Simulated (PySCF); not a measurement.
Telling isomers of C₇H₅F₃P₂ apart by NMR

- GIAO PBE0/pcSseg-1 shieldings
- GFN2-xTB geometry
- run in PySCF
- no relativistic terms, isolated molecule, single conformer, averaged over atoms made equivalent by symmetry, fast rotation or ring inversion

Scale: 1H (31.72 ppm) and 13C (186.93 ppm) vs TMS (reference shieldings calculated alike). Splittings of carbon signals by F and P are missing where no couplings were computed. Where no couplings were computed, multiplicities follow the n + 1 count of equivalent neighbours, and m marks all less simple cases (inequivalent or close neighbours, rings, F or P nearby). Shifts are as computed. Against solution values, carbons near 30 ppm lie about +3 ppm off and those near 130 ppm about +5 ppm. Of 1211 compounds with measured shifts, 218 miss one by over three times the rms of a fit or turn the order of signals round; such compounds aren't used in these exercises.

(1) Tabulate the signals of `C=Cc1cpcc(C(F)(F)F)p1`, `C=Cc1ccpc(C(F)(F)F)p1` and their relative energies.

(2) What is the quickest way to tell C=Cc1cpcc(C(F)(F)F)p1 from C=Cc1ccpc(C(F)(F)F)p1?

Answers

(1) 
```json
{"SMILES": "C=Cc1cpcc(C(F)(F)F)p1", "carbon types": "3×C 3×CH 1×CH2", "δC": "177.5, 173.5, 165.4, 160.5, 145.9, 134.5, 120.8", "δH": "10.30 (m, 1H), 9.88 (m, 1H), 7.51 (m, 1H), 6.68 (m, 1H), 5.93 (m, 1H)", "E rel. (kcal/mol)": "1.4"}
{"SMILES": "C=Cc1ccpc(C(F)(F)F)p1", "carbon types": "3×C 3×CH 1×CH2", "δC": "204.7, 174.0, 162.5, 147.1, 136.8, 132.7, 119.5", "δH": "9.45 (m, 1H), 8.96 (m, 1H), 7.58 (m, 1H), 6.69 (m, 1H), 5.91 (m, 1H)", "E rel. (kcal/mol)": "0.0"}
```

Energies are electronic energies at PBE0/pcSseg-1 on these geometries, without zero-point or thermal terms, each for the one conformer computed, which needn't be the lowest.

(2) Both give the same number of carbon signals, with the same numbers of each carbon type, so the positions decide. The first has a substituted aromatic carbon (C) at 177.5 ppm, the second a substituted aromatic carbon (C) at 204.7 ppm. In the proton spectra the most deshielded non-exchanging signals are 10.30 (m, 1H) and 9.45 (m, 1H).
